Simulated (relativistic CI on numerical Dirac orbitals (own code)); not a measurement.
**Transition arrays of Ag XXVII**

Method of calculation: Dirac-Coulomb-Breit CI, orbitals from a KLI potential per configuration, model QED, valence Slater integrals scaled by 0.9, whole transition arrays (own radial code, finite nucleus).

Configuration list (outside the closed core [Ne] 3s2): 3p⁶3d³, 3p⁶3d²4f, 3p⁵3d⁴, 3p⁶3d²4p, 3p⁶3d²5f. Levels of other configurations are missing.

All E1 lines from the levels of 3p⁶3d³; mean and standard deviation are weighted by gf, and upper levels are sorted by their leading configuration.

```
Upper configuration  Lines    Σgf  Mean (eV)  Mean (nm)  σ (eV)  Strongest line (nm)
           3p⁶3d²4f    721  297.3     735.72      1.685    6.43                1.674
             3p⁵3d⁴   1718  145.7     206.26      6.011   18.30                5.696
           3p⁶3d²4p    466   12.7     602.17      2.059    6.09                2.055
           3p⁶3d²5f    721   79.7     967.05      1.282    6.79                1.277
```

Σgf per state of the lower configuration in bins of 0.2 nm over the central range (centre: value): 1.3: 0.66, 1.7: 2.48, 2.1: 0.11, 5.3: 0.03, 5.5: 0.24, 5.7: 0.29, 5.9: 0.15, 6.1: 0.10, 6.3: 0.09, 6.5: 0.05, 6.7: 0.05, 6.9: 0.09.

Task: How do configuration mixing and the scaling of the Slater integrals move the arrays?

Result: Slater scale 0.9, no configuration mixing: 3p⁶3d²4f 735.6 ± 6.4 eV (Σgf 287.0), 3p⁵3d⁴ 206.4 ± 18.3 eV (Σgf 151.2), 3p⁶3d²4p 602.3 ± 6.0 eV (Σgf 13.0), 3p⁶3d²5f 966.9 ± 6.8 eV (Σgf 67.3); Slater scale 1: 3p⁶3d²4f 736.4 ± 6.9 eV (Σgf 299.4), 3p⁵3d⁴ 209.2 ± 19.1 eV (Σgf 147.0), 3p⁶3d²4p 602.2 ± 6.6 eV (Σgf 12.7), 3p⁶3d²5f 967.3 ± 7.3 eV (Σgf 80.3); Slater scale 0.8: 3p⁶3d²4f 735.1 ± 5.9 eV (Σgf 295.3), 3p⁵3d⁴ 203.3 ± 17.5 eV (Σgf 144.3), 3p⁶3d²4p 602.1 ± 5.6 eV (Σgf 12.8), 3p⁶3d²5f 966.8 ± 6.3 eV (Σgf 79.1). With mixing, levels are counted to their leading configuration, so an array can shrink or vanish into another, and the sums then hold other lines.
